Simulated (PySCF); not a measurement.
## Circular dichroism: `CC#C[Si@@H](O)[C@H](F)[SiH3]`, C₄H₉FOSi₂

Geometry:
```tsv
atom	x (Å)	y (Å)	z (Å)
C1	-3.851	-0.725	-0.458
C2	-2.544	-0.198	-0.135
C3	-1.461	0.254	0.139
Si4	0.230	0.906	0.498
O5	0.554	0.988	2.087
C6	1.469	-0.299	-0.353
F7	1.377	-1.540	0.311
Si8	3.310	0.218	-0.357
H9	-3.875	-1.799	-0.275
H10	-4.610	-0.242	0.157
H11	-4.075	-0.540	-1.508
H12	0.418	2.276	0.043
H13	0.664	0.194	2.606
H14	1.138	-0.508	-1.375
H15	3.403	1.446	-1.147
H16	4.098	-0.856	-0.964
H17	3.748	0.437	1.021
```

Level of theory: TDDFT wB97X-D/def2-SVPD circular dichroism and optical rotation, one conformer, gas phase (PySCF 2.14.0). Geometry: GFN2-xTB.

The molecule is flexible and this is one conformer; a measurement averages over conformers.

What are the CIP labels of the stereocentres?

Si4 R, C6 R.

List the lowest 8 singlet excitations with oscillator and rotatory strengths.

Rotatory strengths R in 10⁻⁴⁰ esu² cm², velocity form and length form (origin at the centre of mass); f in length form.
| state | E (eV) | λ (nm) | f | R (velocity) | R (length) | main |
| --- | --- | --- | --- | --- | --- | --- |
| 1 | 5.91 | 210 | 0.0004 | -0.1 | 0.0 | HOMO→LUMO 0.62 |
| 2 | 6.24 | 199 | 0.003 | +3.1 | +3.1 | HOMO−1→LUMO 0.40, HOMO→LUMO+1 0.27 |
| 3 | 6.34 | 195 | 0.001 | +1.1 | +1.1 | HOMO−1→LUMO+1 0.62, HOMO−1→LUMO+5 0.12 |
| 4 | 6.86 | 181 | 0.010 | +5.4 | +5.9 | HOMO−2→LUMO 0.50, HOMO→LUMO 0.14 |
| 5 | 7.48 | 166 | 0.085 | -2.9 | -5.1 | HOMO→LUMO+2 0.40, HOMO→LUMO+1 0.16 |
| 6 | 7.61 | 163 | 0.114 | +4.4 | +5.9 | HOMO−1→LUMO+2 0.45, HOMO−1→LUMO 0.18 |
| 7 | 7.62 | 163 | 0.169 | -61.5 | -59.4 | HOMO→LUMO+2 0.21, HOMO−2→LUMO+1 0.21 |
| 8 | 7.71 | 161 | 0.241 | -33.0 | -34.2 | HOMO→LUMO+3 0.20, HOMO→LUMO+1 0.18 |

Among the states computed, the strongest CD band (largest |R|) is state 7. The largest dissymmetry factor in size, g = 4R/(D+G), with D and G the electric and magnetic dipole strengths, is +0.0088 for state 3 (velocity form, f = 0.001), among bands with |R| over 0.5. The mirror image has the same energies and oscillator strengths and all R with the opposite sign.
